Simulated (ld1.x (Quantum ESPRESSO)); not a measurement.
Values are calculated unless marked as measured or tabulated.
Pseudopotentials across the periodic table

Generated with ld1.x 7.5 (TM, RRKJ, ultrasoft, PAW), atompaw 4.2 or ONCVPSP 4.0.1. The cutoff is in Ry: for ld1.x and atompaw files where the sum of valence levels is converged to 10 mRy in a Bessel basis, for ONCV files where the hardest occupied wave has 1 mHa per electron of residual kinetic energy. The error is the largest all-electron minus pseudo excitation energy over each file’s own four to seven test configurations (ionisations up to +4, promotions, holes and added fractions of an electron), all of which were solved. The labels leave out finer settings (local radius, basis sizes, second energies), which also bear on the numbers. Spin-polarised tests are not counted. The rows are a selection from randomly drawn settings: files with unsolved tests, undetermined cutoffs or missed reference levels are left out.

A true bound ghost makes a file unfit for plane-wave use even where its test errors are small: the radial tests pick states by their node count and pass the ghost by.

| element | potential | cutoff (Ry) | largest error (meV) | bound ghosts |
| --- | --- | --- | --- | --- |
| Mn | PAW, PBE, scalar-relativistic, rc 2.60/1.30/1.90 (spd), local smoothed, core correction yes, reference 3p6 3d5 4s2 4p0 | 50 | -63 | s |
| Fe | TM, LDA (PZ), fully relativistic, rc 2.45/2.60/1.55 (spd), local smoothed, core correction yes, reference 3d6 4s2 4p0 | 100 | -262 | none |
| Ge | PAW, PBE, scalar-relativistic, rc 1.60/1.75/1.40 (spd), local smoothed, core correction yes, reference 3d10 4s2 4p1.5 | 60 | -11 | none |
| Se | TM, BLYP, scalar-relativistic, rc 1.25/1.35/1.15 (spd), local s, core correction yes, reference 4s1.5 4p4.5 | 70 | -111 | p, d |

**Question.** Fill in the row for N: TM, PBE, non-relativistic, rc 1.10/1.50 (sp), local smoothed, core correction no, reference 2s2 2p3.

**Answer.** cutoff 55 Ry, largest error +1182 meV, bound ghosts: none.

**Question.** Fill in the row for Mn: TM, PW91, scalar-relativistic, rc 2.10/2.45/1.50 (spd), local s, core correction yes, reference 3d4 4s0 4p0.

**Answer.** cutoff 100 Ry, largest error -1193 meV, bound ghosts: none.

**Question.** Fill in the row for K: RRKJ, PBE, scalar-relativistic, rc 3.50/4.20/3.35 (spd), local s, core correction no, reference 4s0.75 4p0.25.

**Answer.** cutoff 6 Ry, largest error +46 meV, bound ghosts: none.
